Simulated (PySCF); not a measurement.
# Computed properties of GeClI, SMILES [Cl][Ge][I]

GeClI, SMILES [Cl][Ge][I] (connectivity only; charge and spin as stated), neutral, multiplicity 1. Coordinates come from a B3LYP-D3(BJ)/def2-TZVP optimisation. The def2 effective core potentials stand for the cores of I; spin–orbit coupling is left out. One conformer was computed; it need not be the lowest. All values are computed for the isolated molecule unless a solvent is named; none is compared with measurement here.

**Structure.** The optimised structure has Cs symmetry. All 3 harmonic modes at B3LYP-D3(BJ)/def2-TZVP (PySCF) are real, so it is a minimum. With heavy atoms numbered as in [Ge:1]([Cl:2])[I:3], the shortest bond between them is Ge1–Cl2 at 2.205 Å and the longest Ge1–I3 at 2.585 Å.

**Vibrations.** The strongest infrared lines (harmonic, unscaled, degenerate partners summed) lie at 379 cm⁻¹ (84 km/mol, Cl 67 %, Ge 33 %), 228 cm⁻¹ (42 km/mol, Ge 67 %, I 32 %). The softest mode is at 112 cm⁻¹ and the zero-point energy is 1.0 kcal/mol.

**Electronic structure.** B3LYP/def2-TZVPD (PySCF) places the frontier levels at -7.39 and -3.50 eV, a gap of 3.89 eV, and gives a dipole moment of 1.88 D and a mean polarisability of 88.2 bohr³.

**Excitations.** TDA-M06-2X/def2-SVPD (PySCF) has S1 at 3.33 eV (372 nm, f = 0.015, weak); the most intense of the 10 singlets computed lies at 6.33 eV (f = 0.20). T1 (TDA) is at 2.10 eV, 1.23 eV under S1. No vertical singlet excitation falls in the visible range (under 3.1 eV).
